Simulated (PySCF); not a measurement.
C3H9Hf, SMILES [CH3][Hf]([CH3])[CH3] (connectivity only; charge and spin as stated), neutral, multiplicity 2. Atoms are numbered in the order given.

```xyz
13

Hf     0.0000     0.0000     0.1451
C      1.8576    -1.0725    -0.3693
C      0.0000     2.1450    -0.3693
C     -1.8576    -1.0725    -0.3693
H      2.5911    -0.4566    -0.9358
H      1.6910    -2.0157    -0.9358
H      2.3380    -1.3498     0.6042
H      0.0000     2.6996     0.6042
H      0.9002     2.4723    -0.9358
H     -0.9002     2.4723    -0.9358
H     -2.3380    -1.3498     0.6042
H     -1.6910    -2.0157    -0.9358
H     -2.5911    -0.4566    -0.9358
```
Charge 0, spin multiplicity 2.

Geometry: PBE-D3(BJ)/def2-SVP. The spin state was assumed, not searched. The def2 effective core potentials stand for the cores of Hf; spin–orbit coupling is left out.

Computed with PySCF with PBE-D3(BJ)/def2-SVP.

Frequencies are harmonic and unscaled.

Modes within 1.5 cm⁻¹ of each other (mostly degenerate sets) share a row, with their intensities summed.

```csv
mode,ν (cm⁻¹),IR (km/mol),moving atoms (share of kinetic energy)
1,88,0.6,"C 50 %, H 33 %, Hf 17 %"
2–3,106,0.1,"H 70 %, C 26 %"
4,115,0.0,H 100 %
5–6,128,0.1,"H 69 %, C 28 %"
7–9,318,6.9,"H 87 %, C 13 %"
10,374,0.6,"H 67 %, C 32 %"
11–12,443,35.9,"C 51 %, H 46 %"
13,517,9.3,"C 61 %, H 36 %"
14–15,536,81.1,"H 53 %, C 40 %"
16–17,1099,63.2,"H 76 %, C 24 %"
18,1102,0.0,"H 77 %, C 23 %"
19,1334,0.0,H 94 %
20–21,1337,9.0,H 95 %
22–23,1344,0.1,H 94 %
24,1346,23.6,H 94 %
25–26,2895,5.7,H 96 %
27,2898,2.9,H 96 %
28–29,3002,1.0,"H 92 %, C 8 %"
30,3005,4.5,"H 92 %, C 8 %"
31,3042,0.0,"H 91 %, C 9 %"
32–33,3044,10.7,"H 91 %, C 9 %"
```
